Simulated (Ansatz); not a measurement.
Cartesian coordinates in Å:
```
B 1.5652 -1.0195 -0.4653
C 0.9117 -0.0517 -1.4622
Si -0.6979 -0.0817 -0.4769
C -0.6415 -0.0097 1.3919
C -1.1453 1.2642 0.7059
H 2.2595 -0.6163 0.4214
H 1.3496 -2.1964 -0.5458
H 1.2948 0.9655 -1.5254
H 0.6545 -0.4509 -2.4448
H -1.7747 -0.9123 -1.0523
H -1.3808 -0.5920 1.9321
H 0.3024 0.0621 1.9180
H -0.5013 2.1355 0.7694
H -2.1962 1.5032 0.8341
```

Total charge 0; spin multiplicity 1.

**Question.** List the ωB97M-V/def2-TZVPP orbital energies in eV (Ansatz 0.2.0). (An estimate is asked.)

**Answer.** The calculation gave: Occupied: -1806.96, -281.36, -281.30, -281.05, -187.59, -148.07, -102.18, -102.18, -102.16, -24.61, -22.61, -19.34, -16.66, -16.33, -15.54, -14.75, -14.00, -12.78, -12.62, -11.42, -11.20, -10.57, -9.03. Lowest empty: 0.93, 2.35, 2.52, 2.68, 2.77, 3.59, 3.62, 3.96.
